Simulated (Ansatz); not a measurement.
Potential energy curve for HBr (cation, charge +1), lowest doublet found (which spin is the ground state isn't settled by this scan).

Methods: UKS-PBE = unrestricted PBE/aug-cc-pVDZ (Ansatz, an electronic-structure program); UKS-B3LYP = unrestricted B3LYP/aug-cc-pVDZ in Ansatz; FCI = full CI/aug-cc-pVDZ, cores with 3d frozen in Ansatz.

Energies relative to the lowest point of each curve between 1.19 and 1.79 Å, where full CI is lowest, in kJ/mol; the last columns give the error against full CI:

| R / Å | UKS-PBE | UKS-B3LYP | FCI | UKS-PBE − FCI | UKS-B3LYP − FCI |
|---|---|---|---|---|---|
| 1.08 | 326.5 | 319.2 | 318.2 | 8.2 | 1.0 |
| 1.19 | 135.9 | 130.7 | 128.4 | 7.5 | 2.3 |
| 1.26 | 67.6 | 63.8 | 61.4 | 6.2 | 2.4 |
| 1.31 | 36.4 | 33.5 | 31.4 | 5.0 | 2.1 |
| 1.36 | 16.2 | 14.2 | 12.6 | 3.7 | 1.6 |
| 1.43 | 2.3 | 1.4 | 0.7 | 1.6 | 0.7 |
| 1.48 | 0.0 | 0.0 | 0.0 | 0.0 | 0.0 |
| 1.54 | 3.5 | 4.5 | 5.4 | -1.9 | -0.9 |
| 1.57 | 7.3 | 8.8 | 10.1 | -2.8 | -1.4 |
| 1.63 | 17.9 | 20.3 | 22.5 | -4.6 | -2.2 |
| 1.69 | 31.6 | 34.8 | 37.8 | -6.2 | -3.0 |
| 1.79 | 58.6 | 63.2 | 67.1 | -8.5 | -3.9 |
| 1.90 | 91.2 | 97.2 | 101.5 | -10.3 | -4.3 |
| 2.05 | 135.9 | 143.5 | 147.7 | -11.8 | -4.2 |
| 2.20 | 177.1 | 185.5 | 189.9 | -12.9 | -4.4 |
| 2.43 | 225.9 | 234.5 | 244.2 | -18.4 | -9.8 |
| 2.65 | 254.9 | 265.4 | 284.2 | -29.4 | -18.9 |
| 2.95 | 277.7 | 291.6 | 321.8 | -44.1 | -30.2 |
| 3.30 | 291.3 | 308.8 | 346.1 | -54.8 | -37.3 |
| 3.75 | 297.4 | 318.9 | 359.0 | -61.5 | -40.1 |
| 4.42 | 295.7 | 321.3 | 364.2 | -68.5 | -42.8 |
| 5.13 | 288.9 | 317.7 | 365.5 | -76.5 | -47.8 |

UKS-PBE is furthest from FCI at 5.13 (-76.5 kJ/mol, below); its mean absolute error over the points is 20.2 kJ/mol.

UKS-B3LYP is furthest from FCI at 5.13 (-47.8 kJ/mol, below); its mean absolute error over the points is 11.9 kJ/mol.

The unrestricted determinant behind UKS-PBE, UKS-B3LYP is spin-contaminated at 2.43 to 5.13 Å (<S²> up to 1.4, against 0.75 for a pure doublet).
